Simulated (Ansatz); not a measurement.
Species: AlI, charge 0, multiplicity 1. 
Geometry from a B3LYP-D3(BJ)/def2-TZVP (Ansatz, a first-principles code) optimisation:
```xyz
2

Al     0.0000     0.0000    -2.0675
I      0.0000     0.0000     0.5071
```

Property: vertical ionisation energy (to the doublet state of charge +1; each state is the SCF solution reached for its spin), in eV. Cores are frozen in the correlated levels unless marked. UHF or UKS for open shells. No spin-orbit coupling. Frozen are the shells of the preceding noble gas and the d and f shells that filled before the atom's block. In def2 rows, elements after Kr have scalar-relativistic effective core potentials. Basis-set limits of correlation are two-point, X^-3; Hartree-Fock from the larger set.

```
level              program  vertical ionisation energy (eV)
-----------------  -------  -------------------------------
PBE/def2-TZVPD      Ansatz                             8.70
r2SCAN/def2-TZVPD   Ansatz                             8.65
B3LYP/def2-TZVPD    Ansatz                             8.83
PBE0/def2-TZVPD     Ansatz                             8.76
```

**Question.** What does CCSD(T)/CBS(def2-TZVPPD,def2-QZVPPD) (Ansatz) give?

**Answer.** 8.93 eV, so PBE0/def2-TZVPD differs from it by -0.17 eV.
